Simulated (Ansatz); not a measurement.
`CC[Si]OC` + `C[O][Zn][OH]` → `C[O][Zn][O]C` + `CC[Si]O`  (substitution at a C–O bond)

Calculated with Ansatz (gas phase, PBE0-D4/def2-TZVP geometries, no zero-point term in ΔE). CBS: MP2 limit from def2 TZ/QZ plus the TZ coupled-cluster correction, frozen cores. DFT in def2-TZVPP. B3LYP here is the variant with VWN-RPA as its local correlation; programs differ in this. For Zn outer-core shells are correlated without core-valence functions, which leaves a few kJ/mol of doubt a bond. Scalar relativity is left out up to krypton. One conformer a species, not always the lowest.

`CC[Si]OC`:

```xyz
13

C     0.488    0.681    1.425
C    -0.775   -0.111    1.070
Si   -1.673    0.716   -0.405
O    -0.777    0.256   -1.708
C     0.344   -0.575   -1.887
H     0.269    1.743    1.578
H     0.952    0.316    2.345
H     1.239    0.621    0.633
H    -1.470   -0.097    1.918
H    -0.533   -1.165    0.885
H     1.211    0.034   -2.152
H     0.580   -1.154   -0.990
H     0.144   -1.266   -2.710
```

`C[O][Zn][OH]`:

Cartesian coordinates in Å:
```
C -0.437 -1.284 0.754
O 0.662 -0.631 0.180
Zn 0.602 0.886 -0.717
O 0.661 2.328 -1.734
H -0.084 -2.206 1.227
H -1.200 -1.566 0.015
H -0.930 -0.685 1.532
H 0.726 3.158 -1.257
```

`C[O][Zn][O]C`:

Cartesian coordinates in Å:
```
C 2.423 -0.581 1.144
O 1.878 -0.156 -0.075
Zn 0.171 -0.211 -0.514
O -1.479 -0.335 -1.122
C -2.473 0.643 -0.992
H 3.505 -0.414 1.117
H 2.027 -0.025 2.005
H 2.261 -1.650 1.333
H -2.714 0.870 0.056
H -3.389 0.270 -1.464
H -2.210 1.587 -1.487
```

`CC[Si]O`:

Cartesian coordinates in Å:
```
C -0.652 0.335 -0.677
C -0.506 -0.361 0.667
Si 1.242 -0.673 1.384
O 2.221 -0.044 0.208
H -0.160 -0.226 -1.479
H -1.698 0.450 -0.975
H -0.218 1.340 -0.661
H -1.049 0.184 1.454
H -0.992 -1.349 0.653
H 1.811 0.343 -0.574
```

Question: Is it downhill or uphill in electronic energy at CCSD(T)/CBS, and by how much? (Estimate.)

Answer: The calculation gave: Uphill: ΔE = +9.3 kJ/mol.

Question: What do these levels give: B3LYP-D4, BHLYP, HF/def2-SVP, HF/def2-TZVPP, MP2/def2-TZVPP, SCS-MP2/def2-QZVPP? (An estimate is asked.)

Answer: Computed: B3LYP-D4 8.6, BHLYP 4.2, HF/def2-SVP -9.0, HF/def2-TZVPP 2.4, MP2/def2-TZVPP 10.4, SCS-MP2/def2-QZVPP 10.0 kJ/mol.

Largest T1 diagnostic among the species: 0.017.

At CCSD(T), def2-SVP lies −14.6 kJ/mol from the extrapolated value and def2-TZVPP −1.1 kJ/mol. The D4 term adds +4.7 kJ/mol with B3LYP and +2.7 kJ/mol with PBE0; it sums over pairs of atoms, weighted by their polarisabilities, and B3LYP, whose exchange is more repulsive, gets the larger term. In def2-TZVPP, CCSD(T) changes the Hartree–Fock value by +5.8 kJ/mol (the triples alone add +0.9 kJ/mol) and MP2 by +8.0 kJ/mol.
